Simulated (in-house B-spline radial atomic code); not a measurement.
Configurations of Yb³⁺, with energies counted from [Xe] 4f13. Method: Dirac-Hartree-Fock, average of configuration, Fermi nucleus of rms radius 5.3108 fm. Calculated with a radial B-spline atomic code at the basis-set limit. Energies include first-order Breit, QED and recoil terms.

Occupations are held fixed; configurations that lie above the ionisation limit could autoionise.

| configuration | E - E(ref) (eV) | highest orbital | its <r> (bohr) |
| --- | --- | --- | --- |
| [Kr] 4d10 4f14 5s2 5p5 | 26.306 | 4f7/2 | 0.7441 |
| [Xe] 4f12 7d1 | 32.283 | 7d5/2 | 8.027 |
| [Xe] 4f12 7g1 | 37.293 | 7g7/2 | 15.83 |
| [Kr] 4d10 4f13 5s2 5p5 6d1 | 47.981 | 6d5/2 | 4.796 |
| [Kr] 4d10 4f13 5s2 5p5 7d1 | 53.768 | 7d5/2 | 8.093 |
| [Kr] 4d10 4f13 5s2 5p5 5g1 | 54.432 | 5g7/2 | 6.857 |
| [Kr] 4d10 4f13 5s2 5p5 6g1 | 57.093 | 6g7/2 | 10.97 |
| [Kr] 4d9 4f13 5s2 5p6 7s1 | 215.66 | 7s1/2 | 5.395 |
| [Kr] 4d9 4f13 5s2 5p6 8p1 | 222.74 | 8p3/2 | 9.771 |

Order these further configurations by energy, lowest first.
A. [Kr] 4d9 4f13 5s2 5p6 9p1
B. [Kr] 4d9 4f13 5s2 5p6 5g1
C. [Xe] 4f12 8g1
D. [Xe] 4f12 7s1
E. [Kr] 4d10 4f13 5s2 5p5 5d1

D (26.383 eV), E (32.29 eV), C (38.336 eV), B (222.31 eV), A (225.24 eV).

How far above the reference does [Kr] 4d10 4f13 5s2 5p5 8d1 lie?

56.744 eV; its least bound orbital is 8d5/2 with <r> = 12.12 bohr.

How far above the reference does [Xe] 4f12 9d1 lie?

37.06 eV; its least bound orbital is 9d5/2 with <r> = 16.81 bohr.

How far above the reference does [Kr] 4d9 4f13 5s2 5p6 7g1 lie?

226.58 eV; its least bound orbital is 7g7/2 with <r> = 15.83 bohr.
